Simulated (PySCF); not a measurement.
BF3H3P.
SMILES: `[BH3-][P+](F)(F)F`

Jobs on this species (8 atoms, 50 electrons) with PySCF (density fitting). Hardware of each: one thread, Arm Neoverse V1 (aarch64) (shared host). The host was shared with other jobs, so the times are rough. Peak memory is the resident size of the whole Python process, interpreter and libraries included.

```csv
level and settings,work,basis functions,SCF cycles,wall time,peak memory
PBE0/6-31G,"shieldings, charges and field gradients",55,?,?,?
LC-wPBE/pcSseg-2,shieldings,229,?,?,?
wB97X-D/pcSseg-2,shieldings,229,12,22 s,1.2 GiB
"PBE0/6-311+G(2d,p)","shieldings, charges and field gradients",161,12,10 s,0.73 GiB
BHandHLYP/pcSseg-2,shieldings,229,11,16 s,1.1 GiB
B97-2/pcSseg-2,shieldings,229,12,17 s,1.1 GiB
"PBE0-D3(BJ)/def2-SVP, grid level 1",geometry optimisation from a GFN2-xTB start shaken at random,89,77,31 s,0.38 GiB
CAM-B3LYP/pcSseg-2,shieldings,229,11,22 s,1.2 GiB
PBE0/def2-SVP,"shieldings, charges and field gradients",89,12,4.8 s,0.45 GiB
```

Task: Fill in the missing figures.

Result: 
- PBE0/6-31G; shieldings, charges and field gradients: 3.4 s, 0.50 GiB, 11 SCF cycles
- LC-wPBE/pcSseg-2; shieldings: 27 s, 1.0 GiB, 11 SCF cycles

Task: What do all jobs in the table cost together?

Result: About 2.6 min; the longest takes about 20 % of that, and about 9.1 times as long as the shortest.
